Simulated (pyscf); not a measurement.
Structures and frequencies: ωB97X-D3(BJ)/def2-SVP in PySCF. Correlated levels are frozen-core, on RHF or UHF. ΔMP2 is the change of the MP2 total energy from the triple- to the quadruple-zeta basis. Singlets are restricted, triplets unrestricted.

Singlet (Å):
```xyz
3

F      1.2838     2.0138    -0.0751
Ge     1.1564     0.4117    -0.7646
Cl    -0.3396    -0.4036     0.5974
```

Triplet (Å):
```xyz
3

F      0.8134     0.2126     1.3056
Ge    -0.8827    -0.1323     1.0476
Cl    -1.3708    -1.4981    -0.5613
```

Question: For these two minima of F–Ge:–Cl (SMILES [F][Ge][Cl]), which spin state lies lower at CCSD(T)/def2-TZVPP + ΔMP2(QZVPP), and by how much (electronic energies)?

Answer: The singlet, by 3.17 eV. Zero-point energy shifts E(triplet) − E(singlet) by -0.01 eV. 

E(triplet) − E(singlet) by level (eV):

| level | gap |
|---|---|
| ωB97X-D3(BJ)/def2-TZVP | +3.16 |
| PBE/def2-TZVP | +3.03 |
| r²SCAN/def2-TZVP | +2.87 |
| B3LYP-D3(BJ)/def2-TZVP | +3.15 |
| PBE0-D3(BJ)/def2-TZVP | +2.95 |
| M06-2X/def2-TZVP | +2.84 |
| ωB97M-D3(BJ)/def2-TZVP | +3.19 |
| HF/def2-TZVP | +2.30 |
| MP2/def2-QZVPP | +3.15 |
| CCSD/def2-TZVPP | +2.96 |
| CCSD(T)/def2-TZVPP | +3.00 |
| CCSD(T)/def2-TZVPP + ΔMP2(QZVPP) | +3.17 |

The triplet is the lowest one reached from the SCF start used. The CCSD(T) − MP2 part came from Ansatz, without density fitting, on the same reference. The frozen core leaves the outer d or s,p core shells of the metals and heavy elements correlated in the MP2 and CC values, and def2-TZVPP describes them poorly, which can shift differences by a few kcal/mol. Elements up to Kr have no core potential and no relativistic terms here.
